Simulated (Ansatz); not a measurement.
PBE exchange is replaced step by step with exact exchange (0 % is PBE, 25 % PBE0; no dispersion term), basis def2-TZVP, Ansatz. System: Be₈⁺. The state is a doublet with charge 1. Geometry: r2SCAN/def2-SVP.

Geometry of the doublet:

```xyz
8

Be    1.351    0.442    0.424
Be   -0.333    1.993    0.041
Be   -0.847    0.292    1.184
Be    1.384   -1.308   -0.676
Be   -1.789    0.724   -0.605
Be   -0.686   -1.291   -0.257
Be    0.193    0.564   -1.359
Be    0.727   -1.416    1.248
```

At PBE/def2-TZVP, PBE with 5 % exact exchange/def2-TZVP, PBE with 10 % exact exchange/def2-TZVP, PBE with 15 % exact exchange/def2-TZVP and others the charge 1 doublet is spin-contaminated (final ⟨S²⟩ up to 1.32, 0.75 for a pure state). The geometry of the doublet was relaxed on an unsound state (⟨S²⟩ 1.49, where a pure state has 0.75). The structure comes from a short search, and lower isomers may exist.

HOMO and LUMO are taken over both spins.

```tsv
exact exchange (%)	HOMO (eV)	LUMO (eV)	gap (eV)	⟨S²⟩
0	-9.07	-8.48	0.59	1.279
5	-9.19	-8.31	0.88	1.285
10	-9.31	-8.15	1.16	1.290
15	-9.43	-7.99	1.44	1.295
25	-9.68	-7.68	2.00	1.303
35	-9.94	-7.37	2.58	1.310
50	-10.34	-6.90	3.44	1.323
```
